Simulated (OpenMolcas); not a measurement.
An OpenMolcas run meant for V3+ (ANO-RCC-VQZP, DKH2; inactive shells 1s 2s 2p 3s 3p; intended active space 2 electrons in 10 orbitals (3d 4d)). One step of its input:

```
&CASPT2
Multistate=10 1 2 3 4 5 6 7 8 9 10
Frozen=2 3
IPEA=0.25
Imaginary=0.1
MaxIter=60
WThr=0.0 0.3 0.05
PrWF=0.5
NoMix
Deleted=20 22
```

The run finished. Its levels beside those of a sound run (SS-CASPT2, IPEA 0.25 Eh, imaginary shift 0.1 Eh (closed shells correlated: 3s 3p)), in cm-1 above each run's lowest level:

| Level | This run | Usual run |
| --- | --- | --- |
| 3d2 3F2 | 0.0 | 0.0 |
| 3d2 3F3 | 325 | 325 |
| 3d2 3F4 | 744 | 744 |
| 3d2 1D2 | 10767 | 10509 |
| 3d2 3P0 | 13611 | 13576 |
| 3d2 3P1 | 13714 | 13679 |
| 3d2 3P2 | 13948 | 13911 |
| 3d2 1G4 | 19784 | 18332 |

**Question.** Which setting is unsound, and how much does it matter here?

**Answer.** Nearly half of the orbitals are deleted from the virtual space, which removes much of the correlation energy. Against the sound run the excited levels shown move by 260 cm-1 on average and by 1500 cm-1 at most.

CASPT2 breaks the degeneracy within a term, and the mean is taken; among the terms shown or strongly mixed into the levels shown the widest spread is 1200 cm-1 (3d2 1G, this run). Active for correlation alone: 4d; no level in the range computed is led by a configuration that fills it, so any true level of that kind is missing. Only configurations of the active space appear.
